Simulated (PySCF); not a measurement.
Fractional electron number in Ag(2+) (silver, charge +2)

The 4d beta orbital of [Kr] 4d9 is emptied in steps (occupation f), with all orbitals relaxed, ending at [Kr] 4d8. Computed with PySCF 2.14 in aug-cc-pVTZ-PP with ECP28MDF (6s6p5d3f2g, 88 functions), with a scalar-relativistic core potential. The exact energy is a straight line in f; departures are measured from the line between the end points of the same method.

Task: Among UHF, LDA, PBE, which shows the largest delocalisation error (convex curve), and which is closest to linear?

Result: Most convex: LDA (-1.794 eV at f = 0.5); closest to linear: UHF (0.460 eV).

```csv
f,UHF (eV),LDA (eV),PBE (eV)
1,0.000,0.000,0.000
0.75,0.356,-1.338,-1.304
0.5,0.460,-1.794,-1.746
0.25,0.335,-1.352,-1.313
0,0.000,0.000,0.000
```

```json
{"method": "UHF", "E(f=0) − E(f=1) (eV)": "32.889", "−ε at f=1 (eV)": "34.847", "−ε at f=0.5 (eV)": "32.835"}
{"method": "LDA", "E(f=0) − E(f=1) (eV)": "35.367", "−ε at f=1 (eV)": "28.279", "−ε at f=0.5 (eV)": "35.328"}
{"method": "PBE", "E(f=0) − E(f=1) (eV)": "34.898", "−ε at f=1 (eV)": "27.976", "−ε at f=0.5 (eV)": "34.873"}
```

Reference removal energy between the ground levels: 34.8 ± 0.3 eV (semi-empirical (NIST evaluation); NIST Atomic Spectra Database, ionization energies). The calculation has no spin-orbit coupling. The determinant left behind need not be the lowest term of the ion. UHF lacks correlation.
